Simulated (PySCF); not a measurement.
PSe⁺: energy against distance

Set-up: basis P x2c-SVPall, Se x2c-SVPall; spin-free X2C with a Gaussian nucleus; PySCF 2.14. Energies in eV from P + Se⁺ in their ground configurations at the same level. State: ¹Σ⁺ (singlet), closed shell.

Curves on a restricted Hartree–Fock reference rise too fast on stretching and do not dissociate correctly.

| R (Å) | PBE | RHF-SCS-MP2 | RHF-CCSD(T) |
| --- | --- | --- | --- |
| 1.687 | -3.553 | -2.314 |  |
| 1.766 | -4.816 | -3.590 | -3.506 |
| 1.844 | -5.543 | -4.327 | -4.248 |
| 1.903 | -5.828 | -4.620 | -4.542 |
| 1.962 | -5.947 | -4.751 | -4.668 |
| 2.021 | -5.936 | -4.759 | -4.668 |
| 2.099 | -5.776 | -4.634 | -4.526 |
| 2.197 | -5.417 | -4.340 | -4.201 |
| 2.315 | -4.852 | -3.881 | -3.699 |
| 2.472 | -4.095 | -3.176 |  |

Task: Put a parabola through the three lowest points of the PBE curve and estimate Re, k and ωe (reduced mass 22.32 u; 1 eV/Å² = 0.16022 mdyn/Å; ωe = 1302.8·√(k/μ) cm⁻¹).

Result: Through R = 1.903, 1.962, 2.021 Å the second-order coefficient is 18.7 eV/Å², so Re ≈ 1.987 Å, k ≈ 5.98 mdyn/Å and ωe ≈ 675 cm⁻¹. A polynomial fit of higher order to the unrounded PBE energies gives Re = 1.986 Å, k = 5.29 mdyn/Å, ωe = 634 cm⁻¹; anharmonicity and rounding make the difference.

The higher-order fit for each curve: PBE: Re = 1.986 Å, ωe = 634 cm⁻¹, De = 5.96 eV; RHF-SCS-MP2: Re = 1.995 Å, ωe = 600 cm⁻¹, De = 4.77 eV; RHF-CCSD(T): Re = 1.991 Å, ωe = 621 cm⁻¹, De = 4.68 eV.

Correlated steps freeze 14 core orbitals. Correlated levels converge slowly with the basis: in double zeta they bind strong bonds too weakly, by up to about 1 eV, and carry superposition errors of some tenths. ⟨S²⟩ of the unrestricted solution departs from its pure value on part of the curve, where spin states mix. For an ion De counts to the pair picked by the measured ionisation energies or electron affinities, which need not be the lowest pair at this level. Where the molecule has an RHF reference, its open-shell atoms are computed with UHF.
